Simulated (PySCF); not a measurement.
Start geometry of `[SiH3]/C=C/[SiH2]P` from GFN2-xTB (Å):
```
atom  x, y, z in Å
Si1   -2.709    0.626    0.006
C2    -0.847    0.349    0.042
C3    -0.229   -0.817    0.212
Si4    1.644   -1.023    0.258
P5     2.499    1.033   -0.003
H6    -3.389   -0.640    0.283
H7    -3.057    1.624    1.020
H8    -3.090    1.120   -1.320
H9    -0.222    1.232   -0.086
H10   -0.828   -1.711    0.343
H11    2.095   -1.521    1.564
H12    2.077   -1.975   -0.777
H13    2.258    1.102   -1.363
H14    3.797    0.601   -0.200
```

Q: What comes out of this run: PBE0-D3(BJ)/def2-SVP geometry optimisation, gas phase in PySCF?

A: 
```
atom  x, y, z in Å
Si1   -2.645    0.500   -0.049
C2    -0.779    0.340    0.011
C3    -0.127   -0.831    0.125
Si4    1.740   -1.002    0.190
P5     2.666    1.028   -0.215
H6    -3.252   -0.861    0.063
H7    -3.136    1.360    1.072
H8    -3.079    1.133   -1.332
H9    -0.184    1.266   -0.045
H10   -0.720   -1.756    0.185
H11    2.178   -1.441    1.552
H12    2.184   -2.050   -0.783
H13    2.558    0.897   -1.634
H14    3.997    0.511   -0.174
```

The energy falls by 12.3 kJ/mol over 9 energy and gradient evaluations, the largest force component goes from 0.0206 to 2.1e-04 Eh/bohr, and the atoms move by 0.162 Å rms after alignment. Among the bonds, P5–H13 and P5–H14 change most and about equally (+0.046 to +0.047 Å). Bonds longer at the end by more than 0.005 Å: 11 of 13; shorter: 2. Among the angles that change most is C3–Si4–P5, from 106.0° to 108.5°. Rotational constants go from 4797, 930.8, 798.0 to 4886, 900.8, 779.3 MHz. The orientation of the end geometry is arbitrary; only internal coordinates are fixed.

The run used 127 basis functions and 58 SCF cycles in all. On one thread, Arm Neoverse V2 (aarch64), shared host with 192 logical CPUs at a one-minute load of 92, this took 40 s and 0.54 GiB of memory at its peak.

Not checked by PBE0-D3(BJ)/def2-SVP frequencies. The numbers are those of one conformer.
